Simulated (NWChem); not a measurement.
System: AlPH₄O₂; SMILES [OH][Al]([OH])[PH2]

Here is an NWChem input.

```
start job
memory heap 200 mb stack 900 mb global 1100 mb
geometry units angstroms noautoz
  Al     0.011413    -0.392063     0.000000
  O     -0.031728    -1.186157    -1.517459
  H     -0.095038    -2.141318    -1.633481
  O     -0.031728    -1.186157     1.517459
  H     -0.095038    -2.141318     1.633481
  P     -0.030592     1.933663     0.000000
  H      0.929266     2.052673     1.047173
  H      0.929266     2.052673    -1.047173
end
basis spherical
  Al library aug-cc-pvtz
  O library aug-cc-pvtz
  H library aug-cc-pvtz
  P library aug-cc-pvtz
end
dft
  xc xtpss03 ctpss03
  iterations 150
  semidirect filesize 400000000
  mulliken
end
task dft energy
```

Excerpt of the output:

```
             Northwest Computational Chemistry Package (NWChem) 7.3.0
             --------------------------------------------------------

 CS  symmetry detected

                             Geometry "geometry" -> ""
                             -------------------------

 Output coordinates in angstroms (scale by  1.889725989 to convert to a.u.)

  No.       Tag          Charge          X              Y              Z
 ---- ---------------- ---------- -------------- -------------- --------------
    1 Al                  13.0000     0.00327436     0.49109926     0.00000000
    2 O                    8.0000    -0.02437551     1.28588346    -1.51745900
    3 H                    1.0000    -0.06905013     2.24209728    -1.63348100
    4 O                    8.0000    -0.02437551     1.28588346     1.51745900
    5 H                    1.0000    -0.06905013     2.24209728     1.63348100
    6 P                   15.0000    -0.08406873    -1.83336563     0.00000000
    7 H                    1.0000     0.87328639    -1.97106793     1.04717300
    8 H                    1.0000     0.87328639    -1.97106793    -1.04717300

 Effective nuclear repulsion energy (a.u.)     198.4565909368

      Symmetry information
      --------------------

 Group name             Cs
 Group number              2
 Group order               2
 No. of unique centers     5

                                 NWChem DFT Module
                                 -----------------

 Summary of "ao basis" -> "ao basis" (spherical)
 ------------------------------------------------------------------------------
       Tag                 Description            Shells   Functions and Types
 ---------------- ------------------------------  ------  ---------------------
 Al                       aug-cc-pvtz               16       50   6s5p3d2f
 O                        aug-cc-pvtz               14       46   5s4p3d2f
 H                        aug-cc-pvtz                9       23   4s3p2d
 P                        aug-cc-pvtz               16       50   6s5p3d2f

      Symmetry analysis of basis
      --------------------------

        a'        158
        a"        126

            General Information
            -------------------
          SCF calculation type: DFT
          Wavefunction type:  closed shell.
          No. of atoms     :     8
          No. of electrons :    48
           Alpha electrons :    24
            Beta electrons :    24
          Charge           :     0
          Spin multiplicity:     1
          Use of symmetry is: on ; symmetry adaption is: on
          Maximum number of iterations: 150
          AO basis - number of functions:   284
                     number of shells:    96
          Convergence on energy requested:  1.00D-06
          Convergence on density requested:  1.00D-05
          Convergence on gradient requested:  5.00D-04

              XC Information
              --------------
                  TPSS metaGGA Exchange Functional  1.000
             TPSS03 metaGGA Correlation Functional  1.000

             Grid Information
             ----------------
          Grid used for XC integration:  medium
          Radial quadrature: Mura-Knowles
          Angular quadrature: Lebedev.
          Tag              B.-S. Rad. Rad. Pts. Rad. Cut. Ang. Pts.
          ---              ---------- --------- --------- ---------
          Al                  1.25       88          15.0       590
          O                   0.60       49          15.0       434
          H                   0.35       45          17.0       434
          P                   1.00       88          16.0       590
          Grid pruning is: on
          Number of quadrature shells:   315
          Spatial weights used:  Erf1

      Superposition of Atomic Density Guess
      -------------------------------------

 Sum of atomic energies:        -734.09921208

      Non-variational initial energy
      ------------------------------

 Total energy =    -734.961059
 1-e energy   =   -1410.669378
 2-e energy   =     477.251728
 HOMO         =      -0.312511
 LUMO         =      -0.042350

      Symmetry analysis of molecular orbitals - initial
      -------------------------------------------------

  Numbering of irreducible representations:

     1 a'          2 a"

  Orbital symmetries:

     1 a'          2 a'          3 a'          4 a"          5 a'
     6 a"          7 a'          8 a'          9 a'         10 a"
    11 a'         12 a'         13 a'         14 a"         15 a'
    16 a'         17 a"         18 a'         19 a'         20 a"
    21 a"         22 a"         23 a'         24 a'         25 a'
    26 a'         27 a'         28 a"         29 a'         30 a"
    31 a"         32 a'         33 a'         34 a'

------------------------------------------------------------
EAF file 0: "./job.aoints.0" size=2804940800 bytes
------------------------------------------------------------
               write      read    awrite     aread      wait
               -----      ----    ------     -----      ----
     calls:     5350         0         0         0         0
   data(b): 2.80e+09  0.00e+00  0.00e+00  0.00e+00
   time(s): 0.00e+00  0.00e+00  0.00e+00  0.00e+00  0.00e+00
rate(mb/s): 0.00e+00  0.00e+00
------------------------------------------------------------

     ---------------------------------------------
      Total Density - Mulliken Population Analysis
     ---------------------------------------------

[...]
```

Level: TPSS/aug-cc-pVTZ. Structure relaxed at the B3LYP/6-31G* (spherical d) level.
